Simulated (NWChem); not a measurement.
# Total energies of ITl

```
Tl
I 1 2.8973
```
Charge 0, spin multiplicity 1.

The numbers come from NWChem runs, not from measurements. All single points use one geometry, from B3LYP/def2-SVP with def2 effective core potentials on I, Tl, a minimum by its harmonic frequencies.

Basis set: def2-TZVP (100 functions).

| method | total energy (Ha) | relative cost |
|---|---|---|
| RHF | -468.26641 | 1 |
| MP2 | -469.12144 | under 3 |
| B2PLYP | -469.92079 | 3 |
| PBE | -470.33622 | under 3 |
| B3LYP | -470.47333 | under 3 |
| PBE0 | -470.32346 | under 3 |

Total energies of different functionals aren't comparable as a measure of quality: only differences taken within one method are. Costs are rough ratios of processor time within this set of runs, SCF included, with RHF as 1.

Effective core potentials replace the inner electrons of I, Tl; spin-orbit coupling is left out. The correlated methods keep 8 core orbitals frozen. B3LYP has NWChem's definition, with VWN1-RPA local correlation. The structure started from a generated list of species.
